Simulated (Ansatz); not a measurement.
The molecule MgAl-, multiplicity 3 (lowest of 2S+1 = 1, 3 at CCSD(T)/def2-TZVPP on PBE0 minima; our sources give no spin for the ground state, which may be another). The T1 diagnostic near the minimum is 0.066, so single-reference values are doubtful.

Seven points along R, fitted to fifth degree in 1/R; most abundant isotopes. Runs in def2 and cc sets follow the lowest solution found near the PBE0 minimum.

Correlated levels freeze the inner cores; with def2 sets outer-core shells near the valence are correlated too.

Programs: Ansatz (Gaussian orbitals). Values without a source in brackets are computed.

```json
[
 {"level": "SVWN5/def2-TZVPP", "r_e (Å)": "2.679", "ω_e (cm⁻¹)": "264", "ω_e x_e (cm⁻¹)": "1.9"},
 {"level": "PBE/def2-TZVPP", "r_e (Å)": "2.724", "ω_e (cm⁻¹)": "252", "ω_e x_e (cm⁻¹)": "1.9"},
 {"level": "B97M-V/def2-TZVPP", "r_e (Å)": "2.696", "ω_e (cm⁻¹)": "263", "ω_e x_e (cm⁻¹)": "2.1"},
 {"level": "PBE0/def2-TZVPP", "r_e (Å)": "2.723", "ω_e (cm⁻¹)": "251", "ω_e x_e (cm⁻¹)": "2.0"},
 {"level": "BHLYP/def2-TZVPP", "r_e (Å)": "2.772", "ω_e (cm⁻¹)": "[?]", "ω_e x_e (cm⁻¹)": "2.4"},
 {"level": "CAM-B3LYP/def2-TZVPP", "r_e (Å)": "2.758", "ω_e (cm⁻¹)": "220", "ω_e x_e (cm⁻¹)": "2.4"},
 {"level": "wB97X-V/def2-TZVPP", "r_e (Å)": "2.761", "ω_e (cm⁻¹)": "224", "ω_e x_e (cm⁻¹)": "2.3"},
 {"level": "B2PLYP/def2-TZVPP", "r_e (Å)": "[?]", "ω_e (cm⁻¹)": "[?]", "ω_e x_e (cm⁻¹)": "2.6"}
]
```

Q: What belongs in the gaps?

A: 
- B2PLYP/def2-TZVPP, r_e (Å): 2.749
- B2PLYP/def2-TZVPP, ω_e (cm⁻¹): 242
- BHLYP/def2-TZVPP, ω_e (cm⁻¹): 218

Ansatz is a quantum-chemistry and plane-wave program.
